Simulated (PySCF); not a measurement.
Estimate the missing entries of this data sheet.

Species: C6H8BN.
Z-matrix (Å and degrees, PBE0-D3(BJ)/def2-SVP geometry), rows numbered from 1:
```
B 
N   1  1.3980
C   2  1.4046  1  130.85
C   3  1.4007  2  122.08  1     8.10
C   4  1.3907  3  120.11  2  -179.81
C   5  1.3952  4  120.90  3    -0.30
C   6  1.3929  5  119.13  4     0.02
C   7  1.3921  6  120.30  5     0.17
H   1  1.2075  2  117.34  3   179.47
H   1  1.2057  2  120.94  3    -0.04
H   2  1.0142  1  117.10  3  -178.42
H   4  1.0903  3  119.65  2     0.38
H   5  1.0927  4  119.14  3  -179.98
H   6  1.0920  5  120.43  4  -179.82
H   7  1.0926  6  120.25  5  -179.92
H   8  1.0941  3  119.38  2     0.23
```

```json
{"property": "rotational constants A, B, C", "level": "PBE0-D3(BJ)/def2-SVP", "value": "5.174, 1.556, 1.198 GHz"}
{"property": "dipole moment", "level": "wB97X-D/def2-SVPD", "value": "1.30 D"}
{"property": "HOMO energy", "level": "wB97X-D/def2-SVPD", "value": "-8.35 eV"}
{"property": "LUMO energy", "level": "wB97X-D/def2-SVPD", "value": "0.90 eV"}
{"property": "lowest singlet excitation", "level": "TDDFT wB97X-D/def2-SVPD", "value": "5.09 eV (244 nm, f = 0.042)"}
{"property": "strongest line among the 10 lowest singlet transitions", "level": "TDDFT wB97X-D/def2-SVPD", "value": "?"}
{"property": "lowest triplet excitation (Tamm–Dancoff)", "level": "TDA wB97X-D/def2-SVPD", "value": "3.86 eV"}
{"property": "static isotropic polarisability", "level": "wB97X-D/def2-SVPD", "value": "94.3 au"}
{"property": "vertical ionisation energy", "level": "ΔSCF wB97X-D/def2-SVPD", "value": "8.43 eV"}
{"property": "electronic spatial extent ⟨r²⟩ about the centre of nuclear charge", "level": "wB97X-D/def2-SVPD", "value": "974 bohr²"}
{"property": "13C chemical shifts (computed TMS as zero) by class", "level": "GIAO PBE0/pcSseg-1", "value": "?"}
{"property": "1H chemical shifts (computed TMS as zero) by class", "level": "GIAO PBE0/pcSseg-1", "value": "?"}
{"property": "isotropic shieldings of nuclei other than C and H, by class", "level": "GIAO PBE0/pcSseg-1", "value": "65 (B1), 94 (N2) ppm"}
{"property": "largest of the computed one-bond spin–spin couplings (means over like bonds)", "level": "B3LYP/pcJ-1, spin–dipole term left out for some pairs", "value": "13C–1H +169.1 (C6–H14), 13C–1H +166.4 (C5–H13 and 1 like it), 13C–1H +165.2 (C4–H12 and 1 like it), 11B–1H +144.0 (B1–H9 and 1 like it), 15N–1H -82.4 (N2–H11), 13C–13C +69.4 (C3–C4 and 1 like it), 13C–13C +65.0 (C4–C5 and 1 like it), 13C–13C +62.1 (C5–C6 and 1 like it) Hz"}
```

Electronic properties: PySCF, gas phase, density fitting. NMR classes are plain means over equivalent atoms (diastereotopic ones count apart unless rotation or inversion swaps them), as if these changed places fast; in this geometry the members of some classes differ.

(1) What are the 13C chemical shifts (computed TMS as zero) by class?

(2) Give the strongest line among the 10 lowest singlet transitions.

(3) Give the 1H chemical shifts (computed TMS as zero) by class.

## Answers

(1) 148.1 (C3), 135.0 (C5/C7), 128.6 (C6), 121.3 (C4/C8) ppm.

(2) S4/S5 at 6.62 eV (187 nm, f = 0.565 summed over these states).

(3) 7.39 (H13/H15), 7.30 (H12/H16), 7.11 (H14), 6.56 (H11), 5.31 (H9/H10) ppm.

The largest Löwdin shares of the HOMO are 0.19 on C6, 0.18 on N2, 0.17 on C3 and 0.10 on C4. The vertical singlet–triplet gap S1 − T1 is 1.23 eV (TDDFT singlet less Tamm–Dancoff triplet; S1: HOMO→LUMO+1, weight 0.46, beside HOMO→LUMO, weight 0.32; T1: HOMO→LUMO, weight 0.72). The polarisability is 13.97 Å³ as a volume (1 au = 0.148185 Å³), or 1.68 au for each of the 56 electrons.

One conformer stands for the species.
